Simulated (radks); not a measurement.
Values are calculated unless marked as measured or tabulated.
Coulomb parameter of the 4f shell of the erbium ion Er3+ in the model configuration [Xe] 4f10 5d1, as a second difference U = [E(n + 0.25) + E(n - 0.25) - 2 E(n)] / (0.25)^2 with all orbitals relaxed. "Bare": the charge of the atom changes with n. "Screened": the 5d shell takes up the change at fixed total charge, which measures U(4f,4f) + U(5d,5d) - 2 U(4f,5d). Code: a radial shooting solver on a logarithmic mesh with Libxc functionals. Model: scalar-relativistic Kohn-Sham, r2SCAN, spin-unpolarised, spherical densities, finite nucleus; meta-GGA in the generalised Kohn-Sham scheme; Fermi nuclear charge, rms radius 5.2516 fm.

| case | configuration | E - E(n) (eV) |
|---|---|---|
| start | [Xe] 4f10 5d1 | 0.000 |
| bare +0.25 | [Xe] 4f10.25 5d1 | -10.084 |
| bare -0.25 | [Xe] 4f9.75 5d1 | 11.368 |
| screened +0.25 | [Xe] 4f10.25 5d0.75 | -3.915 |
| screened -0.25 | [Xe] 4f9.75 5d1.25 | 4.279 |

U(bare) = 20.555 eV, U(screened by 5d) = 5.821 eV, against the Slater integral F0(4f,4f) = 34.503 eV with frozen orbitals.
